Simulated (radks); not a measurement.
Task: These are the eigenvalues of the occupied orbitals of an atom or ion with whole-number occupations (hartree). Method: scalar-relativistic Kohn-Sham, r2SCAN, spin-polarised, spherical densities, finite nucleus; meta-GGA in the generalised Kohn-Sham scheme; Fermi nuclear charge, rms radius of each element as measured or else 0.836 A^(1/3) + 0.57 fm; computed with a radial shooting solver on a logarithmic mesh with Libxc functionals.

| orbital | eigenvalue |
|---|---|
| 1s up | -3334.826 |
| 1s down | -3334.824 |
| 2s up | -600.8497 |
| 2s down | -600.8488 |
| 2p up | -514.1214 |
| 2p down | -514.1197 |
| 3s up | -145.9702 |
| 3s down | -145.9694 |
| 3p up | -121.0869 |
| 3p down | -121.0857 |
| 3d up | -96.00395 |
| 3d down | -96.00254 |
| 4s up | -34.26168 |
| 4s down | -34.25918 |
| 4p up | -26.07398 |
| 4p down | -26.07153 |
| 4d up | -16.65605 |
| 4d down | -16.65317 |
| 5s up | -6.54290 |
| 5s down | -6.53368 |
| 4f up | -6.30619 |
| 4f down | -6.30273 |
| 5p up | -4.24597 |
| 5p down | -4.23871 |
| 5d up | -1.64428 |
| 5d down | -1.62862 |
| 6p up | -0.64114 |
| 6d up | -0.22621 |

Which element is it, and in what charge state? The configuration may be excited. Open shells, if any, are filled with parallel spins first.

Result: Z = 83, bismuth, charge +1: Bi+ in [Xe] 4f14 5d10 6p2 6d2. The list shows which subshells hold electrons but not how many an open one holds; the 1s level, -3334.8 hartree, gives Z - s = 81.7 by -(Z - s)^2/2, which with screening and relativity narrows Z to a few neighbours, and the depths of the outer levels then fix element, charge and occupations together.
